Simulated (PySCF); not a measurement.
CH6S3Si, SMILES S[Si](C)(S)S. The structure is a stationary point at PBE-D3(BJ)/def2-SVP. The values are those of a single conformer.

Calculation: PBE-D3(BJ)/def2-SVP (PySCF).

Harmonic wavenumbers (cm⁻¹): 97, 130, 156, 177, 190, 192, 199, 217, 264, 396, 514, 524, 659, 669, 718, 745, 784, 808, 1212, 1374, 1376, 2599, 2601, 2620, 2977, 3082, 3090. Rotational constants (GHz): 1.708, 1.569, 1.214; symmetry number 1.

### Question
Work out the zero-point energy and the ideal-gas rigid-rotor harmonic-oscillator thermochemistry at 298.15 K and 1 atm.

### Answer
ZPE = ½ Σ hcν = ½ × 28372 cm⁻¹ = 169.70 kJ/mol. H − E(el) = 197.33 kJ/mol. Entropy in J/(mol K): translation 170.58, rotation 121.26, vibration 106.92, total 398.76. G − E(el) = 78.44 kJ/mol. Cp = 140.87 J/(mol K). Modes under 150 cm⁻¹ make the vibrational entropy uncertain.
